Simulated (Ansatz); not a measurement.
Geometry optimisation, RKS PBE/def2-SVP (Ansatz 0.2.0).

The input (input.yaml):

```yaml
crystal:
  periodic: [false, false, false]
  atoms:
    - { symbol: Ge, position_ang: [0.0, 0.0, 0.0] }
    - { symbol: Cl, position_ang: [0.0, 0.0, 2.57] }
    - { symbol: Cl, position_ang: [2.0935, 0.0, -0.7393] }
    - { symbol: Cl, position_ang: [-1.0456, 1.8115, -0.7393] }
    - { symbol: Ge, position_ang: [-1.1304, -1.9584, -0.7992] }
    - { symbol: H, position_ang: [-1.8281, -2.673, 0.3861] }
    - { symbol: H, position_ang: [-2.1918, -1.5497, -1.8522] }
    - { symbol: H, position_ang: [-0.1029, -2.92, -1.4487] }
    - { symbol: S, position_ang: [-2.4199, 0.0, 0.8041] }
    - { symbol: H, position_ang: [-3.1755, -0.8728, 0.0121] }
    - { symbol: H, position_ang: [-1.4563, 0.0, 2.0643] }
basis:
  gaussian: { orbitals: def2-SVP }
hamiltonian:
  xc: pbe
relax:
  f_tol: 0.15
  max_steps: 25
  restrain:
    - { distance: [0, 8], at: 2.25, k: 30.0 }
    - { distance: [10, 1], at: 1.37, k: 30.0 }
    - { distance: [0, 1], at: 3.42, k: 30.0 }
    - { distance: [10, 8], at: 2.6, k: 30.0 }
```

Run as:

```bash
$ ansatz run input.yaml --threads 4 --pin off --max-ram 5120MiB --backend cpu --events-out ev --progress --plain --runs-dir out
```

Where does it end, and by what steps?

The run converged. The restraints hold the end off the free minimum; the threshold counts their pulls, which the force column leaves out. Restrained pairs: Ge1–S9 (2.55 → 2.26 Å), Cl2–H11 (1.54 → 1.34 Å), Ge1–Cl2 (2.57 → 3.43 Å), S9–H11 (1.59 → 2.59 Å). After 23 steps the energy has fallen by 3.078 eV (the restraints' own energy left out); Cl2 moved furthest, 1.64 Å.

```json
{"step": "0", "energy less start (eV)": "0.0000", "largest force component (eV/Å)": "2.990", "accepted": "yes"}
{"step": "1", "energy less start (eV)": "0.1712", "largest force component (eV/Å)": "2.464", "accepted": "yes"}
{"step": "2", "energy less start (eV)": "0.2827", "largest force component (eV/Å)": "2.599", "accepted": "yes"}
{"step": "3", "energy less start (eV)": "-0.4052", "largest force component (eV/Å)": "1.699", "accepted": "yes"}
{"step": "4", "energy less start (eV)": "-1.2766", "largest force component (eV/Å)": "0.924", "accepted": "yes"}
{"step": "5", "energy less start (eV)": "-1.7326", "largest force component (eV/Å)": "1.107", "accepted": "yes"}
{"step": "6", "energy less start (eV)": "-2.0301", "largest force component (eV/Å)": "1.152", "accepted": "yes"}
{"step": "7", "energy less start (eV)": "-2.2580", "largest force component (eV/Å)": "1.129", "accepted": "yes"}
{"step": "8", "energy less start (eV)": "-2.4215", "largest force component (eV/Å)": "1.125", "accepted": "yes"}
{"step": "9", "energy less start (eV)": "-2.5320", "largest force component (eV/Å)": "1.067", "accepted": "yes"}
{"step": "10", "energy less start (eV)": "-2.6095", "largest force component (eV/Å)": "1.044", "accepted": "yes"}
{"step": "11", "energy less start (eV)": "-2.6634", "largest force component (eV/Å)": "1.349", "accepted": "yes"}
{"step": "12", "energy less start (eV)": "-2.7392", "largest force component (eV/Å)": "1.210", "accepted": "yes"}
{"step": "13", "energy less start (eV)": "-2.8075", "largest force component (eV/Å)": "1.045", "accepted": "yes"}
{"step": "14", "energy less start (eV)": "-2.8835", "largest force component (eV/Å)": "0.923", "accepted": "yes"}
{"step": "15", "energy less start (eV)": "-2.9225", "largest force component (eV/Å)": "1.205", "accepted": "yes"}
{"step": "16", "energy less start (eV)": "-2.9995", "largest force component (eV/Å)": "0.936", "accepted": "yes"}
{"step": "17", "energy less start (eV)": "-3.0476", "largest force component (eV/Å)": "0.826", "accepted": "yes"}
{"step": "18", "energy less start (eV)": "-3.0547", "largest force component (eV/Å)": "0.769", "accepted": "yes"}
{"step": "19", "energy less start (eV)": "-3.0356", "largest force component (eV/Å)": "1.012", "accepted": "no"}
{"step": "20", "energy less start (eV)": "-3.0588", "largest force component (eV/Å)": "0.769", "accepted": "yes"}
{"step": "21", "energy less start (eV)": "-3.0623", "largest force component (eV/Å)": "0.726", "accepted": "yes"}
{"step": "22", "energy less start (eV)": "-3.0630", "largest force component (eV/Å)": "0.771", "accepted": "yes"}
{"step": "23", "energy less start (eV)": "-3.0782", "largest force component (eV/Å)": "0.700", "accepted": "yes"}
```

```xyz
11
Properties=species:S:1:pos:R:3
Ge -0.785 0.227 -0.408
Cl -0.192 -1.626 2.418
Cl 1.205 0.829 0.248
Cl -1.054 1.326 -2.291
Ge -1.068 -2.136 -0.992
H -1.867 -2.881 0.098
H -1.834 -2.143 -2.337
H 0.354 -2.717 -1.157
S -2.168 1.193 1.089
H -3.083 0.183 1.030
H -0.764 -0.418 2.560
```

Run time: 64 s on 4 threads of Arm Neoverse V2, on a shared host, peak memory 0.3 GiB.
